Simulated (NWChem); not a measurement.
System: CH5NOTi; SMILES [CH3][Ti]([NH2])=[O]

The following NWChem deck was run.

```
start job
memory heap 200 mb stack 900 mb global 1100 mb
geometry units angstroms noautoz
  Ti    -0.091931     0.044973    -0.094643
  O     -1.620591     0.207708     0.304495
  N      0.923623     1.556472     0.383068
  H      1.941596     1.566905     0.440810
  H      0.564498     2.408878     0.806278
  C      0.684608    -1.885253     0.274311
  H      0.728435    -2.034079     1.369474
  H      1.709087    -2.024929    -0.117470
  H      0.045119    -2.692002    -0.124728
end
basis spherical
  * library def2-svpd
end
dft
  xc xpbe96 cpbe96
  iterations 150
end
tddft
  cis
  nroots 6
  notriplet
end
task tddft energy
```

Coordinates come from a PBE0/def2-SVP optimisation.

Vertical excitations in the gas phase.

Problem. What results follow from this input? (PBE/def2-SVPD, TDA.) Quantities: lowest excitation, singlet (eV); oscillator strength of that lowest state; lowest state with f > 0.02, singlet (eV); orbital gap (eV).

Solution. The lowest excitation, singlet (eV) is 2.75 and the oscillator strength of that lowest state is 0.003. The lowest state with f > 0.02, singlet (eV) is 3.52. The orbital gap (eV) is 2.68.
